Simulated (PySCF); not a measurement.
HP2 (SMILES P#[PH+]), charge +1, singlet, geometry from GFN2-xTB. Base run: PySCF with BHANDHLYP/def2-SVPD, TDA.

PySCF was given this input:
```python
from pyscf import gto, scf, dft, tdscf

mol = gto.Mole()
mol.atom = '''
    P    -0.000000   -0.000000   -1.025967
    P     0.000000    0.000000    0.875030
    H     0.000000    0.000000    2.264069
'''
mol.basis = 'def2-svpd'
mol.charge = 1
mol.spin = 0
mol.verbose = 4
mol.build()

mf = dft.RKS(mol)
mf.xc = 'bhandhlyp'
mf.kernel()
td = mf.TDA()
td.nstates = 5
td.kernel()
td.analyze()
```

The base run was repeated with changes; each row names its change, and settings that it needs were set with it.

```json
[
 {"change": "base", "first excitation (eV)": "3.37", "oscillator strength of the first": "0.000", "second (eV)": "3.71", "core-seconds (rough)": "7"},
 {"change": "nstates = 15", "first excitation (eV)": "3.37", "oscillator strength of the first": "0.000", "second (eV)": "3.71", "core-seconds (rough)": "10"},
 {"change": "functional = m062x", "first excitation (eV)": "…", "oscillator strength of the first": "0.000", "second (eV)": "…", "core-seconds (rough)": "20"},
 {"change": "functional = pbe0", "first excitation (eV)": "3.55", "oscillator strength of the first": "0.000", "second (eV)": "3.91", "core-seconds (rough)": "5"},
 {"change": "conv_tol = 1e-3", "first excitation (eV)": "3.37", "oscillator strength of the first": "0.000", "second (eV)": "3.71", "core-seconds (rough)": "5"},
 {"change": "functional = pbe", "first excitation (eV)": "3.70", "oscillator strength of the first": "0.000", "second (eV)": "4.04", "core-seconds (rough)": "4"},
 {"change": "basis = def2-TZVP", "first excitation (eV)": "3.33", "oscillator strength of the first": "0.000", "second (eV)": "3.66", "core-seconds (rough)": "10"},
 {"change": "functional = hf", "first excitation (eV)": "3.21", "oscillator strength of the first": "0.000", "second (eV)": "3.55", "core-seconds (rough)": "1"},
 {"change": "functional = lc_wpbe", "first excitation (eV)": "…", "oscillator strength of the first": "0.000", "second (eV)": "…", "core-seconds (rough)": "10"},
 {"change": "response = full linear response", "first excitation (eV)": "…", "oscillator strength of the first": "0.000", "second (eV)": "…", "core-seconds (rough)": "10"}
]
```

**Question.** What belongs in the gaps?

**Answer.** 
- functional = m062x, first excitation (eV): 3.11
- functional = m062x, second (eV): 3.90
- functional = lc_wpbe, first excitation (eV): 3.28
- functional = lc_wpbe, second (eV): 3.70
- response = full linear response, first excitation (eV): 3.25
- response = full linear response, second (eV): 3.68

An iterative solver can miss low states, so a row lists the states that it found.
